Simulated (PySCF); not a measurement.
# One molecule, several mistakes: AlB2H5N

All numbers below are calculated, not measured. The program is PySCF 2.14.0, an open-source quantum chemistry code, run on an isolated molecule that a program drew, which may never have been made. The molecule is AlB2H5N (charge 0, doublet), drawn as the SMILES string `[BH2][Al][BH]N`.

Each row is a Hartree-Fock (HF) and frozen-core CCSD(T) single point in the cc-pV(D+d)Z basis, meant for a local HF minimum. Run 1 is clean. Each other run has one planted mistake out of seven kinds, and not every kind appears here: one electron removed, one electron added, multiplicity raised by two, geometry at a saddle point, minimal basis STO-3G, one bond length entered in bohr, all coordinates scaled. The reference is restricted for singlets and unrestricted otherwise, and also for a bond in bohr. Adding or removing an electron swaps singlet and doublet. Electrons count all cores. HOMO and LUMO are orbital energies over both spins, the gradient is its largest component, and the lowest frequency (negative if imaginary) is given only where the gradient is small. Bond lengths are over the 8 bonds as drawn. T1 is the CCSD diagnostic: over 0.02 (restricted) or 0.045 (unrestricted) a single reference is doubtful.

Geometry of the clean run:
```xyz
9
AlB2H5N, angstrom
B     1.2198    0.4760    0.3097
Al   -0.7091   -0.2442   -0.1590
B    -1.5428   -1.8169   -1.3851
N    -2.0729   -1.6596   -2.6639
H     1.6999    1.4184   -0.2687
H     1.8441    0.0539    1.2500
H    -1.5967   -2.9341   -0.9247
H    -2.1016   -0.7956   -3.1630
H    -2.4679   -2.4207   -3.1787
```

```
run  electrons  basis functions  <S^2>  HOMO (eV)  LUMO (eV)  gradient (hartree/bohr)  lowest frequency (cm^-1)  mean bond (Å)  longest bond (Å)      T1  HF (hartree)  CCSD(T) (hartree)               mistake
  1         35               90  0.797      -6.86       1.07                  3.5e-05                        65         1.4106             2.162  0.0277    -348.61236         -349.06166              no fault
  2         34               90  0.000     -14.79      -5.55                  3.1e-02                         -         1.4106             2.162  0.0180    -348.38515         -348.82256  one electron removed
  3         35               90  3.789      -6.11      -0.52                  5.0e-02                         -         1.4106             2.162  0.0275    -348.51250         -348.94987                     ?
  4         36               90  0.000      -0.12       6.29                  1.9e-02                         -         1.4106             2.162  0.0304    -348.59173         -349.08270                     ?
```

**Which mistake was planted in run 3, and what did it cost?**

Electrons, basis and geometry are unchanged, and <S^2> is 3.789, beside S(S+1) = 3.75 for a multiplicity of 4. So the mistake is: multiplicity raised by two. Subtracting run 1 and multiplying by 627.51 kcal/mol a hartree, the energy moved by 62.7 kcal/mol in HF and 70.1 kcal/mol in CCSD(T).

**Which mistake was planted in run 4, and what did it cost?**

It counts 36 electrons, one more than the clean run, at the same geometry and basis. So the mistake is: one electron added. Subtracting run 1 and multiplying by 627.51 kcal/mol a hartree, the energy moved by 12.9 kcal/mol in HF and -13.2 kcal/mol in CCSD(T).

Cautions from the logs. Run 4: T1 is over the limit, so its CCSD(T) energy is less reliable.
